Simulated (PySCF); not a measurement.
Gas-phase reaction: 2 BBr3 + 2 H ⇌ 3 Br2 + 2 BH

Method: PySCF energies plus ideal-gas RRHO corrections (1 bar). † marks an energy on the PBE0/def2-TZVP geometry and frequencies; other levels use their own. MP2 and CCSD(T) freeze the core. Open shells (unrestricted): H (multiplicity 2); the rest are closed-shell singlets. B3LYP is the form with VWN-RPA correlation. Br: all electrons, no relativistic terms. MP2 isn't extrapolated to the basis-set limit. CCSD(T) isn't extrapolated to the basis-set limit.

| level | ΔH°(298 K), kJ |
|---|---|
| B3LYP/def2-TZVP† | 924 |
| CCSD(T)/def2-TZVPP† | (withheld) |
| M06-2X/def2-TZVP† | 984 |
| MP2/def2-SVP† | 1176 |
| MP2/def2-TZVPP† | 1117 |
| PBE/def2-SVP | (withheld) |
| PBE0/def2-SVP† | 1116 |
| PBE0/def2-TZVP | (withheld) |
| r2SCAN/def2-TZVP† | 1073 |
| LDA/def2-TZVP† | 1127 |
| ωB97X-V/def2-TZVP† | (withheld) |

Some entries are withheld; supply them.


- CCSD(T)/def2-TZVPP†, ΔH°(298 K), kJ: 971
- PBE/def2-SVP, ΔH°(298 K), kJ: 1097
- PBE0/def2-TZVP, ΔH°(298 K), kJ: 1039
- ωB97X-V/def2-TZVP†, ΔH°(298 K), kJ: 995
